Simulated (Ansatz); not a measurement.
C3H8Ge (`C=C[CH2][GeH3]`), relaxed with RKS PBE-D4/def2-SVP in Ansatz from a rough embedded geometry. The force threshold is 0.03 eV/Å; the program also tests the step.

The species carries charge 0 and has multiplicity 1.

Start:

```xyz
12

C     1.296    0.310   -1.225
C     0.089   -0.106   -1.210
C    -0.425   -0.835   -0.015
Ge   -0.710    0.419    1.490
H     2.030    0.166   -0.408
H     1.728    0.835   -2.155
H    -0.583    0.067   -2.077
H     0.180   -1.646    0.242
H    -1.479   -1.265   -0.301
H    -1.598    1.531    1.097
H     0.744    0.918    1.879
H    -1.272   -0.395    2.684
```

```tsv
step	energy (eV)	largest force (eV/Å)	largest move (Å)
1	-59735.7734	4.119	0.000
2	-59736.2355	1.218	0.124
3	-59736.2646	0.472	0.151
4	-59736.3045	0.328	0.200
5 (rejected)	-59736.2892	0.238	0.174
6	-59736.3192	0.128	0.084
7	-59736.3255	0.098	0.100
8	-59736.3305	0.163	0.148
9 (rejected)	-59736.3299	0.463	0.098
10	-59736.3330	0.216	0.049
11	-59736.3343	0.040	0.039
12 (rejected)	-59736.3339	0.138	0.004
13	-59736.3344	0.009	0.002
```

End:

```xyz
12

C     1.445    0.142   -1.498
C     0.157    0.020   -1.125
C    -0.346   -0.782    0.032
Ge   -0.850    0.392    1.558
H     2.253   -0.392   -0.969
H     1.738    0.778   -2.347
H    -0.610    0.583   -1.691
H     0.419   -1.496    0.402
H    -1.255   -1.362   -0.234
H    -1.865    1.464    1.078
H     0.417    1.101    2.101
H    -1.501   -0.448    2.693
```

It took 15 s on 4 threads of a server CPU on a shared host, with 0.16 GiB of host memory at the peak.
